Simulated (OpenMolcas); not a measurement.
## V2+ in MgO: curves along the breathing mode

V2+ with its 6 nearest oxide ions, on the Mg site of MgO (a = 4.2112 Å, distance in the model lattice 2.106 Å). The rest of the host is ab initio model potentials to 7.6 Å, with orthogonalisation functions on the cations behind the ligands, and point charges beyond; the distance is set by hand and nothing relaxes. Ligand basis ANO-RCC-VDZP.

- Program: OpenMolcas
- Method: CASSCF
- Basis: ANO-RCC-VDZP [5s4p2d1f]
- Scalar Hamiltonian: DKH2, point nucleus
- Active space: 3 electrons in 5 orbitals (3d)
- State averaging: 2S+1 = 4 even, 10 roots; 2S+1 = 2 even, 40 roots
- Spin-orbit coupling: RASSI with atomic mean-field integrals over the reference wave functions

Spin-free energies (labels of O, the rotations of Oh) in cm-1 above the lowest fitted minimum, as all ligands move together:

```json
{"R (Å)": "2.006", "4A2": "8060", "4T2": "27030", "2E": "24080", "2T1": "24810", "4T1": "35800", "2T2": "31960", "2A1": "40170"}
{"R (Å)": "2.053", "4A2": "2530", "4T2": "20060", "2E": "18530", "2T1": "19280", "4T1": "28630", "2T2": "26210", "2A1": "33230"}
{"R (Å)": "2.1", "4A2": "160", "4T2": "16420", "2E": "16140", "2T1": "16910", "4T1": "24770", "2T2": "23630", "2A1": "29620"}
{"R (Å)": "2.147", "4A2": "700", "4T2": "15840", "2E": "16670", "2T1": "17450", "4T1": "23960", "2T2": "23980", "2A1": "29080"}
{"R (Å)": "2.195", "4A2": "4100", "4T2": "18240", "2E": "20060", "2T1": "20860", "4T1": "26110", "2T2": "27190", "2A1": "31510"}
{"R (Å)": "2.242", "4A2": "10150", "4T2": "23430", "2E": "26100", "2T1": "26900", "4T1": "31050", "2T2": "33070", "2A1": "36730"}
{"R (Å)": "2.289", "4A2": "18900", "4T2": "31430", "2E": "34840", "2T1": "35650", "4T1": "38810", "2T2": "41660", "2A1": "44750"}
```

Cubic fits give the following; the wavenumber is harmonic, with the mass of all moving ligands, small differences in it between states hang on the degree of the fit, a number in brackets counts states of one label, and the table is a selection of at most 14 states with clean curves.

```
 State  R0 (Å)  Breathing mode (cm-1)  Minimum (cm-1)
   4A2   2.115                    679               0
   4T2   2.133                    690           15670
    2E   2.115                    679           15980
   2T1   2.115                    679           16750
   4T1   2.137                    688           23850
   2T2   2.118                    679           23400
   2A1   2.132                    690           28900
2T2(2)   2.133                    689           31980
2T1(2)   2.132                    690           32340
 2E(2)   2.132                    690           34000
4T1(2)   2.146                    701           36860
2T1(3)   2.134                    688           38380
2T2(3)   2.134                    682           44780
   2A2   2.132                    689           46580
```

The minimum of 4T2 is shifted by +0.0178 Å against 4A2 (from the unrounded fits). With M = 96.0 u for the moving shell, the Huang-Rhys factor in this mode is S = M ω ΔR² / 2ħ = 0.01483 × 96.0 × 679 × 0.0178² = 0.31. Only the first shell moves, against a rigid host.

Without dynamic correlation the repulsion within the d shell is too large (B by tens of per cent), so at a given field states of lower spin stand too high. Ligand-to-metal charge-transfer states are missing. With no ligand orbital active B as a rule stays too high, so bands that hang on it stand too high and its fall with covalency is understated. With metal d orbitals alone and no dynamic correlation 10Dq can be off by a tenth to a fifth, either way, in oxide and fluoride hosts. No measured value stands beside these numbers.
